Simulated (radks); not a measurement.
Question: These are the eigenvalues of the occupied orbitals of an atom or ion with whole-number occupations (hartree). All-electron calculation, scalar-relativistic Kohn-Sham, LDA (Slater exchange, Perdew-Wang correlation), spin-polarised, spherical densities, finite nucleus; Fermi nuclear charge, rms radius of each element as measured or else 0.836 A^(1/3) + 0.57 fm. Program: a radial shooting solver on a logarithmic mesh with Libxc functionals.

orbital  eigenvalue
1s up     -3054.645
1s down   -3054.645
2s up     -543.0406
2s down   -543.0340
2p up     -468.9127
2p down   -468.9071
3s up     -130.2944
3s down   -130.2909
3p up     -108.8664
3p down   -108.8627
3d up     -86.23163
3d down   -86.22644
4s up     -30.09150
4s down   -30.08453
4p up     -23.05987
4p down   -23.05286
4d up     -14.70063
4d down   -14.69239
5s up      -6.22956
5s down    -6.18884
4f up      -5.42569
4f down    -5.41488
5p up      -4.31245
5p down    -4.26502
5d up      -2.13683
5d down    -2.08657

Which element is it, and in what charge state? The configuration may be excited. Open shells, if any, are filled with parallel spins first.

Answer: Z = 80, mercury, charge +4: Hg4+ in [Xe] 4f14 5d8. The list shows which subshells hold electrons but not how many an open one holds; the 1s level, -3054.6 hartree, gives Z - s = 78.2 by -(Z - s)^2/2, which with screening and relativity narrows Z to a few neighbours, and the depths of the outer levels then fix element, charge and occupations together.
